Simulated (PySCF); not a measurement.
A side-by-side comparison of computed properties.

First species: C2H7O2PSi2.
Atom-mapped SMILES: `[O:1]=[CH:2][C:3](=[O:4])[SiH2:5][SiH2:6][PH2:7]` (hydrogens: H8 on C2; H9, H10 on Si5; H11, H12 on Si6; H13, H14 on P7)

Second species: C7H6NP.
Cartesian coordinates in Å at the GFN2-xTB level; atoms count from 1:
```
atom  x, y, z in Å
C1     2.4422   -0.6447    0.0442
C2     0.9442   -0.5414    0.0628
C3     0.3601    0.6948   -0.1180
C4    -1.0178    0.9186   -0.1225
C5    -1.4826    2.2384   -0.3200
N6    -1.8575    3.3104   -0.4807
C7    -1.9525   -0.1035    0.0590
C8    -1.5872   -1.4130    0.2572
P9     0.0396   -2.0179    0.3155
H10    2.8771   -0.0250    0.8283
H11    2.7614   -1.6736    0.1977
H12    2.8367   -0.2970   -0.9103
H13    1.0066    1.5521   -0.2669
H14   -3.0030    0.1578    0.0412
H15   -2.3718   -2.1480    0.3905
```

Levels: B3LYP/def2-SVPD for dipole moment, HOMO energy, LUMO energy, HOMO–LUMO gap, static isotropic polarisability and electronic spatial extent ⟨r²⟩ about the centre of nuclear charge; TDDFT B3LYP/def2-SVPD for lowest singlet excitation; TDA B3LYP/def2-SVPD for lowest triplet excitation (Tamm–Dancoff); GFN2-xTB for rotational constant A and rotational constant C. Geometries: GFN2-xTB. All species are isolated and taken at one optimised geometry, non-relativistic unless stated. Electronic properties by PySCF.

Dipoles, sizes and rotational constants follow the conformer. The torsions of the flexible species, by atom-mapped SMILES:
- `[O:1]=[CH:2][C:3](=[O:4])[SiH2:5][SiH2:6][PH2:7]`: O1–C2–C3–O4 -133°, C2–C3–Si5–Si6 -57°, C3–Si5–Si6–P7 -148°, H–P7–Si6–Si5 45°, H–P7–Si6–Si5 -48°

Values for the first species:

```
Dipole moment                                                     : 1.88 D
HOMO energy                                                       : -6.60 eV
LUMO energy                                                       : -3.38 eV
HOMO–LUMO gap                                                     : 3.22 eV
Lowest singlet excitation                                         : 2.09 eV
Lowest triplet excitation (Tamm–Dancoff)                          : 1.53 eV
Static isotropic polarisability                                   : 123.4 au
Electronic spatial extent ⟨r²⟩ about the centre of nuclear charge : 1682 bohr²
Rotational constant A                                             : 2.748 GHz
Rotational constant C                                             : 0.659 GHz
```

**Question.** Estimate the same properties for the second species, and the change in each.

**Answer.** 
```
                                                         property       first      second  second less first
                                                    dipole moment      1.88 D      3.44 D            +1.56 D
                                                      HOMO energy    -6.60 eV    -7.29 eV           -0.69 eV
                                                      LUMO energy    -3.38 eV    -2.59 eV           +0.79 eV
                                                    HOMO–LUMO gap     3.22 eV     4.70 eV           +1.48 eV
                                        lowest singlet excitation     2.09 eV     4.43 eV           +2.34 eV
                         lowest triplet excitation (Tamm–Dancoff)     1.53 eV     2.92 eV           +1.39 eV
                                  static isotropic polarisability    123.4 au    113.2 au           -10.2 au
electronic spatial extent ⟨r²⟩ about the centre of nuclear charge  1682 bohr²  1444 bohr²         -238 bohr²
                                            rotational constant A   2.748 GHz   2.669 GHz         -0.079 GHz
                                            rotational constant C   0.659 GHz   0.747 GHz         +0.088 GHz
```

On the first: In atomic units the dipole is 0.74 e·bohr (1 au = 2.5417 D). The polarisability is 18.29 Å³ as a volume (1 au = 0.148185 Å³), or 1.58 au for each of the 78 electrons.

On the second: The principal polarisabilities are 65.4, 116.7 and 157.7 au; their mean is the isotropic value.
